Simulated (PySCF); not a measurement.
Computed XPS line lists of a few unrelated compounds.

The calculation used delta-SCF UKS SCAN, pcX-2 on the ionised atom, pcseg-1 elsewhere, spin-free X2C (PySCF 2.14.0). Geometries: PBE0-D3(BJ)/def2-SVP; isolated species, one conformer each.

Line lists (1s up to Mg, 2p3/2 beyond; areas count atoms within a level, one atom standing for each set equivalent by bonding):
1. C 1s: 289.78 (area 1), 290.40 (area 1), 290.74 (area 1), 291.30 (area 1), 292.44 (area 1) eV; F 1s: 692.73 eV
2. C 1s: 296.01 eV; N 1s: 407.42 eV; O 1s: 538.21 eV
3. C 1s: 289.93 (area 1), 290.43 (area 1), 290.61 (area 1), 291.12 (area 1) eV; O 1s: 537.69 eV; Si 2p3/2: 107.33 (area 1), 107.33 (area 1) eV

Structures:
A. `C=C/C=C(\C)F`
B. `O=c1[nH]c(=O)[nH]c(=O)[nH]1`
C. `C#C[C@@H]1C[SiH2]O[SiH2]1`

Which list belongs to which compound?

- 1 = A: no other candidate has this set of levels. C 1s: 289.78 terminal =CH2 carbon, 290.40 alkene CH carbon, 290.74 alkene CH carbon, 291.30 allylic carbon, 292.44 vinylic C–F carbon; F 1s: 692.73 vinyl fluorine.
- 2 = B: no other candidate has this set of levels. C 1s: 296.01 ring carbonyl carbon (×3); N 1s: 407.42 ring nitrogen (×3); O 1s: 538.21 carbonyl oxygen (×3).
- 3 = C: no other candidate has this set of levels. C 1s: 289.93 terminal alkyne carbon, 290.43 sp3 carbon bound to silicon, 290.61 alkyne carbon, 291.12 sp3 carbon bound to silicon; O 1s: 537.69 siloxane oxygen; Si 2p3/2: 107.33 oxygen-bound silicon, 107.33 oxygen-bound silicon.

The 2p values aren't plain energy differences: one relaxed spin-free 2p hole is combined with a matrix within the shell (ground-state 2p orbital-energy differences and spin–orbit coupling). 2p3/2, the mean of its two sublevels, lies a third of the splitting below the shell's mean and 2p1/2 two thirds above it; the statistical areas are 2:1. 3 of these hole states are spin-contaminated (⟨S²⟩ up to 0.89, against 0.75; counted from 0.85) and less certain.
